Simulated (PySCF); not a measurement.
Li(OH) (HLiO), SMILES [Li][OH]. Atoms are numbered in the order given.

```xyz
3

Li     0.0000     0.0000     1.2649
O      0.0000     0.0000    -0.3159
H      0.0000     0.0000    -1.2677
```
Charge 0, spin multiplicity 1.

Coordinates come from a B3LYP-D3(BJ)/def2-TZVPD optimisation. The isomer is the one that the SMILES or the coordinates give; other isomers of the formula were not compared.

Two levels are set side by side: PBE/pcSseg-2 (PySCF) and PBE0/pcSseg-2 (PySCF). GIAO shifts against H2O (¹⁷O), TMS (¹H) at the same level; non-relativistic, no solvent, atoms listed together averaged. Differences are taken from unrounded values.

```tsv
quantity	PBE0	PBE	PBE minus PBE0
δ(¹⁷O) of O2 (ppm)	9.0	13.7	4.7
δ(¹H) of H3 (ppm)	-1.05	-1.12	-0.06
```

Rough cost on one machine, each run with all the roots and properties that it gave: PBE0 against PBE within a factor of 2.
